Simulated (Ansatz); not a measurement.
Cl2H2S2Ti, SMILES `[SH][Ti]([SH])([Cl])[Cl]`. Charge 0, multiplicity 1. All single points use the PBE0-D4/def2-TZVP geometry. It is one conformer, not always the lowest.

```xyz
7

S    -1.574   -1.273    0.852
Ti   -0.273    0.302   -0.097
S     1.397   -0.906   -1.021
Cl   -1.442    1.304   -1.632
Cl    0.556    1.679    1.378
H    -0.713   -1.331    1.891
H     2.049    0.224   -1.371
```

Question: What is the dipole moment at PBE/def2-TZVPP? (Estimate.)

Answer: Computed: 0.83 D, with components (0.61, -0.27, 0.49) D in this frame, pointing from negative to positive charge.

Question: And with r2SCAN, B3LYP, ωB97M-V? (Estimate.)

Answer: Ansatz gave: r2SCAN 0.87 D, B3LYP 0.86 D, ωB97M-V 0.85 D.

Question: Give the Mulliken charges with PBE, r2SCAN, B3LYP in def2-TZVPP. (An estimate is asked.)

Answer: Ansatz gave: 
```json
{"atom": "S1", "PBE": "-0.18", "r2SCAN": "-0.19", "B3LYP": "-0.19"}
{"atom": "Ti2", "PBE": "0.48", "r2SCAN": "0.57", "B3LYP": "0.57"}
{"atom": "S3", "PBE": "-0.19", "r2SCAN": "-0.20", "B3LYP": "-0.20"}
{"atom": "Cl4", "PBE": "-0.17", "r2SCAN": "-0.20", "B3LYP": "-0.20"}
{"atom": "Cl5", "PBE": "-0.18", "r2SCAN": "-0.21", "B3LYP": "-0.21"}
{"atom": "H6", "PBE": "0.13", "r2SCAN": "0.13", "B3LYP": "0.13"}
{"atom": "H7", "PBE": "0.12", "r2SCAN": "0.11", "B3LYP": "0.11"}
```

B3LYP here is the variant with VWN-RPA as its local correlation; programs differ in this.
